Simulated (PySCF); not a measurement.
Electron correlation in La²⁺ (lanthanum, charge +2)

[Xe] 4f1, 2F determinant (an excited configuration). Calculation: PySCF 2.14, in x2c-TZVPPall with one added diffuse shell each of s, p, d type (12s8p8d3f1g, 106 functions); scalar relativity by spin-free X2C-1e. Frozen: [Kr] 4d10; 9 electrons correlated.

MP2 pair energies summed by pair of shells (mhartree):

| pair | energy | share (%) |
| --- | --- | --- |
| 5p-5p | -107.76 | 64.9 |
| 5s-5p | -26.96 | 16.2 |
| 4f-5p | -21.48 | 12.9 |
| 5s-5s | -5.45 | 3.3 |
| 4f-5s | -4.37 | 2.6 |

Total MP2 correlation energy: -166.02 mhartree.

Same-spin part -43.49 and opposite-spin part -122.52 mhartree; SCS-MP2 scales them by 1/3 and 6/5 to -161.53 mhartree.
